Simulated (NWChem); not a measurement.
Molecule: CdGeH3F; SMILES [F][Cd][GeH3]

Computed with NWChem. Coordinates come from a PBE-D3(BJ)/def2-SVP (def2 core potentials past Kr) optimisation.

**Question.** Predict the results for PBE0/STO-3G (all-electron, non-relativistic). Quantities: highest occupied level (eV); orbital gap (eV); dipole (D).

**Answer.** 
```
Property                     Result
---------------------------  ------
highest occupied level (eV)   -3.77
orbital gap (eV)               8.22
dipole (D)                     0.18
```
